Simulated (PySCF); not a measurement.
From one molecule to another.

First species: C₂H₆F₂GeS.
Atom-mapped SMILES: `[CH3:1][S:2][GeH2:3][CH:4]([F:5])[F:6]` (hydrogens: H7, H8, H9 on C1; H10, H11 on Ge3; H12 on C4)

Cartesian coordinates in Å at the PBE0-D3(BJ)/def2-SVP level; atoms count from 1:
```
atom  x, y, z in Å
C1     2.4842   -0.2268    0.2067
S2     0.9622   -0.3886   -0.7793
Ge3   -0.5298    0.3787    0.6698
C4    -2.3072   -0.0858   -0.0914
F5    -2.5118   -1.4186    0.0137
F6    -3.2696    0.5489    0.6250
H7     2.4214   -0.8024    1.1412
H8     3.2954   -0.6433   -0.4062
H9     2.7185    0.8238    0.4297
H10   -0.3677   -0.3207    2.0306
H11   -0.4314    1.9077    0.8318
H12   -2.4236    0.1994   -1.1528
```

Second species: C2H11GeNSi2.
InChI=1S/C2H11GeNSi2/c1-4-2-5-6-3/h2H,5-6H2,1,3H3/b4-2-

Levels: B3LYP/def2-SVPD for dipole moment, HOMO energy, LUMO energy, HOMO–LUMO gap, static isotropic polarisability and electronic spatial extent ⟨r²⟩ about the centre of nuclear charge; TDDFT B3LYP/def2-SVPD for lowest singlet excitation; TDA B3LYP/def2-SVPD for lowest triplet excitation (Tamm–Dancoff); ΔSCF B3LYP/def2-SVPD for vertical ionisation energy; PBE0-D3(BJ)/def2-SVP for rotational constant A and rotational constant C. Geometries: PBE0-D3(BJ)/def2-SVP. All species are isolated and taken at one optimised geometry, non-relativistic unless stated. Electronic properties by PySCF.

Dipoles, sizes and rotational constants follow the conformer. The torsions of the flexible species, by atom-mapped SMILES:
- `[CH3:1][S:2][GeH2:3][CH:4]([F:5])[F:6]`: C1–S2–Ge3–C4 -168°, S2–Ge3–C4–F5 72°
- `[CH3:1]/[N:2]=[CH:3]\[SiH2:4][SiH2:5][GeH3:6]`: N2–C3–Si4–Si5 83°, C3–Si4–Si5–Ge6 -58°

Which of the two has the higher HOMO–LUMO gap, and by how much?

The first: 6.21 eV against 5.36 eV, a difference of 0.85 eV.

Which of the two has the higher ⟨r²⟩, and by how much?

The second: 1761 bohr² against 1249 bohr², a difference of 512 bohr².

Which has the higher LUMO energy?

The first: -0.61 eV against -1.35 eV, a difference of 0.74 eV.

Which of the two has the higher rotational constant C, and by how much?

The first: 0.884 GHz against 0.629 GHz, a difference of 0.255 GHz.

Which of the two has the higher T1 energy, and by how much?

The first: 4.74 eV against 3.25 eV, a difference of 1.49 eV.

Which has the higher vertical ionisation energy?

The first: 9.14 eV against 8.76 eV, a difference of 0.38 eV.

Which has the higher S1 energy?

The first: 5.08 eV against 3.98 eV, a difference of 1.10 eV.

Which has the higher dipole moment?

The first: 2.48 D against 1.14 D, a difference of 1.34 D.

On the first: The principal polarisabilities are 68.3, 76.5 and 99.0 au; their mean is the isotropic value. The vertical singlet–triplet gap S1 − T1 is 0.34 eV (TDDFT singlet less Tamm–Dancoff triplet; S1: HOMO→LUMO, weight 0.97; T1: HOMO→LUMO, weight 0.95). Relativistic effects, spin–orbit coupling among them, are left out although an element past zinc is present.

On the second: In wavenumbers S1 is 32100 cm⁻¹ (1 eV = 8065.54 cm⁻¹). The dipole matches unit charges of opposite sign 0.24 Å apart (1 e·Å = 4.8032 D). The calculation is non-relativistic and has no spin–orbit coupling, an omission that weighs most on germanium.
